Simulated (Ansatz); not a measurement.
A set of 12 reactions (ligand exchange), with CCSD(T)/CBS values in kJ/mol:

```csv
reaction,ΔE
`[AlH2][S]BS` + `CB[TeH]` → `CB[Te][AlH2]` + `SBS`,-4.3
`[CH3][Sn][F]` + HBr → `[F][Sn][Br]` + CH₄,-186.3
`O[SiH](O)[Si](F)(Cl)Cl` + `C[SiH](F)S` → `C[SiH](F)S[SiH](O)O` + `F[SiH](Cl)Cl`,-101.5
`[SiH3]O[Si](Cl)(Cl)Cl` + HBr → `Cl[Si](Cl)(Cl)Br` + `O[SiH3]`,42.8
`C[CH](C)[Sn][F]` + H–F → `[F][Sn][F]` + `CCC`,-151.1
`[OH][Al]([F])[SiH3]` + CH₃NH₂ → `C[NH][Al]([OH])[F]` + SiH₄,-77.9
`[NH2][AlH][CH2][GeH3]` + CH₃OH → `C[O][AlH][NH2]` + `[CH3][GeH3]`,-121.7
`NC[SiH2]Cl` + H–F → `NC[SiH2]F` + HCl,-30.9
`[NH2][Al]([NH2])[O][SiH3]` + `N#CO` → `N#CO[SiH3]` + `[NH2][Al]([NH2])[OH]`,21.4
`[SiH3][NH][AlH][SiH2]Cl` + `C=CN[SiH3]` → `C=CN([SiH3])[SiH2]Cl` + `[AlH2][NH][SiH3]`,-53.3
`C[N](C)[Hf]([F])([N](C)C)[N](C)C` + HCl → `C[N](C)[Hf]([Cl])([N](C)C)[N](C)C` + H–F,-8.3
`[F][Ge]([SiH3])([SH])[Cl]` + `[OH][Cd][F]` → `[F][Cd][O][SiH3]` + `[F][GeH]([SH])[Cl]`,-79.0
```

Isolated molecules relaxed with PBE0-D4/def2-TZVP in Ansatz; ΔE leaves out vibrations. CCSD(T)/CBS is the MP2 limit (def2-TZVPP, def2-QZVPP) plus CCSD(T) − MP2 in def2-TZVPP, frozen cores. This one scheme is used for every species. DFT in def2-TZVPP. B3LYP here is the variant with VWN-RPA as its local correlation; programs differ in this. def2 core potentials past Kr. For Br, Cd, Ge, Hf, Sn, Te outer-core shells are correlated without core-valence functions, which leaves a few kJ/mol of doubt a bond. Scalar relativity is left out up to krypton. One conformer a species, not always the lowest.

Task: Give the mean, mean absolute and largest difference (level minus CCSD(T)/CBS, kJ/mol) for: PBE-D4, r2SCAN-D4, PBE0-D4, ωB97X-V, PBE, r2SCAN, PBE0, B3LYP, MP2/def2-TZVPP, SCS-MP2/def2-TZVPP, CCSD(T)/def2-TZVPP, MP2/def2-QZVPP, MP2/CBS(def2), CCSD/CBS(def2). (An estimate is asked.)

Result: Computed: 
| level | mean | mean absolute | largest |
| --- | --- | --- | --- |
| PBE-D4 | 6.9 | 10.9 | 26.0 |
| r2SCAN-D4 | -0.1 | 5.2 | -15.8 |
| PBE0-D4 | 4.7 | 7.1 | 17.2 |
| ωB97X-V | 0.2 | 4.8 | -16.2 |
| PBE | 6.0 | 12.3 | 29.0 |
| r2SCAN | -0.4 | 5.9 | -18.1 |
| PBE0 | 3.8 | 8.2 | 22.1 |
| B3LYP | -0.6 | 9.6 | -28.5 |
| MP2/def2-TZVPP | -3.5 | 5.5 | -11.6 |
| SCS-MP2/def2-TZVPP | -3.7 | 5.6 | -15.8 |
| CCSD(T)/def2-TZVPP | 1.2 | 3.6 | 9.3 |
| MP2/def2-QZVPP | -4.4 | 5.5 | -11.7 |
| MP2/CBS(def2) | -4.7 | 6.0 | -10.9 |
| CCSD/CBS(def2) | -0.5 | 2.2 | -4.3 |

The largest T1 diagnostic in the set is 0.017, for `[OH][Cd][F]` (customary mark 0.02).

CCSD(T)/CBS is a level of theory with its own doubt, and the functionals carry their triple-zeta basis error, so these figures describe this set and don't rank the functionals.
